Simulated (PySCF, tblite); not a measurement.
Isomers of C5H11OSi (doublet state). All values are computed: GFN2-xTB (tblite) harmonic vibrations without scaling, gas phase. Errors from tens to a few hundred cm⁻¹ against measured bands are possible. Modes of hydrogen on silicon can be 10 to 20 % off. One conformer each. Open shells enter through the occupations alone, without spin polarisation, and single modes of such species can be off by tens of per cent.

Electronic energies: B3LYP/pcH-1 single points on the GFN2-xTB geometries (PySCF, gas phase).

```tsv
SMILES	electronic energy, lowest = 0 (kcal/mol)
OC[C@@H]1C[CH]C[SiH2]1	22.3
C=CO[SiH2][CH]CC	6.2
C[Si]1CCOCC1	5.1
C=CO[SiH]CCC	0.0
```

**Question.** How do GFN2-xTB zero-point energies change the relative energies?

**Answer.** 
| SMILES | ZPE (kcal/mol) | of it from modes above 1550 cm⁻¹ | electronic (kcal/mol) | with ZPE, lowest = 0 (kcal/mol) | lowest mode (cm⁻¹) | rings |
| --- | --- | --- | --- | --- | --- | --- |
| C=CO[SiH]CCC | 92.1 | 48.9 | 0.0 | 0.0 | 35 | 0 |
| C[Si]1CCOCC1 | 95.0 | 46.6 | 5.1 | 8.0 | 85 | 1 |
| C=CO[SiH2][CH]CC | 88.9 | 47.7 | 6.2 | 2.9 | 29 | 0 |
| OC[C@@H]1C[CH]C[SiH2]1 | 90.2 | 45.3 | 22.3 | 20.4 | 56 | 1 |

The zero-point energies span 6.1 kcal/mol, from `C=CO[SiH2][CH]CC` to `C[Si]1CCOCC1`. The lowest isomer stays, but the order above it changes.

**Question.** And how do the electronic energies of GFN2-xTB itself compare?

**Answer.** `C=CO[SiH]CCC` 0.0; `C[Si]1CCOCC1` 18.2; `C=CO[SiH2][CH]CC` 5.7; `OC[C@@H]1C[CH]C[SiH2]1` 28.3 kcal/mol, lowest = 0. Against the energies above, taken from the same isomer `C=CO[SiH]CCC`, the largest difference is 13.1 kcal/mol.

**Question.** What do entropy and thermal enthalpy add at 298.15 K and 1 bar (rigid rotor, harmonic oscillator, one conformer each)?

**Answer.** 
```json
{"SMILES": "C=CO[SiH]CCC", "point group": "C1", "symmetry number": "1", "S (cal/(mol K))": "101.2", "H − H(0) (kcal/mol)": "6.89", "ZPE + H − H(0) − TS (kcal/mol)": "68.8"}
{"SMILES": "C[Si]1CCOCC1", "point group": "Cs", "symmetry number": "1", "S (cal/(mol K))": "90.8", "H − H(0) (kcal/mol)": "5.89", "ZPE + H − H(0) − TS (kcal/mol)": "73.8"}
{"SMILES": "C=CO[SiH2][CH]CC", "point group": "C1", "symmetry number": "1", "S (cal/(mol K))": "103.1", "H − H(0) (kcal/mol)": "7.09", "ZPE + H − H(0) − TS (kcal/mol)": "65.2"}
{"SMILES": "OC[C@@H]1C[CH]C[SiH2]1", "point group": "C1", "symmetry number": "1", "S (cal/(mol K))": "92.3", "H − H(0) (kcal/mol)": "6.17", "ZPE + H − H(0) − TS (kcal/mol)": "68.8"}
```

S holds R ln(2S + 1) for the spin.
